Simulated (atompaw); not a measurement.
# Reading a pseudo-wave (carbon (C))

Columns: radius, all-electron u(r) and pseudo u(r) of the 2p shell (level -5.29 eV) of carbon in the configuration 1s2 2s2 2p2; PBE, scalar-relativistic, PAW (atompaw) scheme, atompaw 4.2.0.5.

| r (bohr) | all-electron | pseudo |
| --- | --- | --- |
| 0.088 | 0.0379 | 0.0060 |
| 0.177 | 0.1204 | 0.0238 |
| 0.265 | 0.2161 | 0.0525 |
| 0.354 | 0.3121 | 0.0914 |
| 0.442 | 0.3989 | 0.1381 |
| 0.531 | 0.4753 | 0.1917 |
| 0.619 | 0.5387 | 0.2490 |
| 0.708 | 0.5917 | 0.3089 |
| 0.796 | 0.6335 | 0.3681 |
| 0.885 | 0.6653 | 0.4256 |
| 0.973 | 0.6873 | 0.4782 |
| 1.062 | 0.7012 | 0.5257 |
| 1.150 | 0.7078 | 0.5656 |
| 1.238 | 0.7085 | 0.5977 |
| 1.327 | 0.7040 | 0.6217 |
| 1.415 | 0.6954 | 0.6372 |
| 1.504 | 0.6834 | 0.6448 |
| 1.592 | 0.6689 | 0.6451 |
| 1.681 | 0.6521 | 0.6389 |
| 1.769 | 0.6339 | 0.6275 |
| 1.858 | 0.6144 | 0.6120 |
| 1.946 | 0.5943 | 0.5938 |
| 2.035 | 0.5735 | 0.5736 |
| 2.123 | 0.5526 | 0.5528 |
| 2.212 | 0.5315 | 0.5315 |
| 2.300 | 0.5107 | 0.5107 |

**Question.** How many radial nodes do the two functions have?

**Answer.** The all-electron 2p function has n − l − 1 = 0; the pseudo-wave has 0.

**Question.** Is the pseudo-wave norm-conserving?

**Answer.** No, it belongs to a PAW set: the norm inside the radius is not constrained, and the difference is carried by the augmentation charge.
